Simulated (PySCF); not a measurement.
**How methods differ on the ionisation energy of Cd³⁴⁺**

Cd³⁴⁺ [Ne] 3s2 3p2 (3P) → Cd³⁵⁺ [Ne] 3s2 3p1 (2P), as a difference of total energies. Calculation: PySCF 2.14, in an even-tempered Gaussian basis (16 s from 5.3 bohr⁻², ratio 2.5; 10 p from 6.9 bohr⁻², ratio 2.5; 4 d from 29 bohr⁻², ratio 2.7; 4 f from 43 bohr⁻², ratio 2.7); the non-relativistic Hamiltonian (point nucleus). Correlated levels: outer shells: 1s2 frozen; virtual orbitals above 40 to 60 times the deepest correlated orbital energy dropped. The calculations carry no spin-orbit coupling.

| method | ionisation energy (eV) |
| --- | --- |
| UHF | 2140.6 |
| MP2 (outer shells) | 2140.9 |
| SCS-MP2 (outer shells) | 2140.7 |
| CCSD (outer shells) | 2140.7 |
| CCSD(T) (outer shells) | 2140.6 |

Spin-orbit coupling is strong in these open shells (close to jj coupling). The scalar numbers leave it out and a first-order estimate fails, so it can dominate the gap to the real levels.

The gap to the reference is mostly relativistic.

For comparison: 2195 ± 4 eV (semi-empirical (NIST evaluation); NIST Atomic Spectra Database, ionization energies).
